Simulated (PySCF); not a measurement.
Computed shifts of a molecule C4H9Al, B3LYP/pcSseg-1 (PySCF), GIAO, gas phase, atoms alike by connectivity averaged where their shifts nearly agree, in ppm (number of nuclei): ¹H: 7.09 (1), 6.97 (1), 6.73 (1), 5.51 (1), 1.50 (3), 0.80 (1), 0.71 (1). ¹³C: 156.3 (1), 155.0 (1), 13.3 (1), 5.6 (1). References: ¹H against TMS (σ = 31.68 ppm); ¹³C against TMS (σ = 181.3 ppm), references at their B3LYP-D3(BJ)/def2-TZVP geometries, non-relativistic. Coordinates come from a B3LYP-D3(BJ)/def2-SVP optimisation. The values are those of a single conformer.

Task: Pick the molecule that these values belong to.
A. C=[CH][AlH][CH2]C
B. C=C[CH2][AlH][CH3]
C. C=[CH][Al]([CH3])[CH3]

Result: A, C=[CH][AlH][CH2]C
